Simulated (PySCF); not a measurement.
Molecule: 4-hydroxy-1-fluorobenzene (SMILES Oc1ccc(F)cc1).

Numbering as in the mapped SMILES `[OH:1][c:2]1[cH:3][cH:4][c:5]([F:6])[cH:7][cH:8]1`. Each H is labelled by its parent atom.

Spin–spin couplings on one PBE0-D3(BJ)/def2-SVP geometry, PySCF 2.14, gas phase, non-relativistic, equivalent pairs averaged (spin–dipole term only in couplings to heteroatoms); isotopes 13C, 19F; functional B3LYP.

Reference values (Hz): 1J(C5,F6) = 237.4 (measured; liquid or solution; F. J. Weigert, PhD thesis, Caltech 1968 (Carbon-13 magnetic resonance spectroscopy)); 2J(C4,F6) = 23.0 (measured; liquid or solution; F. J. Weigert, PhD thesis, Caltech 1968 (Carbon-13 magnetic resonance spectroscopy)); 3J(C3,F6) = 7.9 (measured; liquid or solution; F. J. Weigert, PhD thesis, Caltech 1968 (Carbon-13 magnetic resonance spectroscopy)).

Task: How do the couplings (Hz) change with the basis set? Times are CPU seconds on shared hosts with different chips, so compare them loosely. Far from the basis limit: pcJ-0, 6-31G*, def2-TZVP, cc-pVTZ.

Result: 
```
basis set  functions  1J(C5,F6)  2J(C4,F6)  3J(C3,F6)  mean abs. error  core-s
    pcJ-0        119     -378.8       -5.0       -4.0             54.4      15
   6-31G*        122     -183.4       19.1        2.2             21.2      16
    pcJ-1        266     -306.3       21.0        4.6             24.7      40
def2-TZVP        278     -336.2       21.6        5.5             34.2      58
  cc-pVTZ        310     -308.5       13.2        4.4             28.1      69
```

Errors compare magnitudes, without vibrational corrections, and the largest couplings weigh most in the mean. Closest: 6-31G*; furthest: pcJ-0.

The Fermi-contact term samples the wavefunction at the nucleus, which is why sets with added tight s functions (names with J) are made for couplings. Agreement of an ordinary basis with the reference is then largely a cancellation of errors.
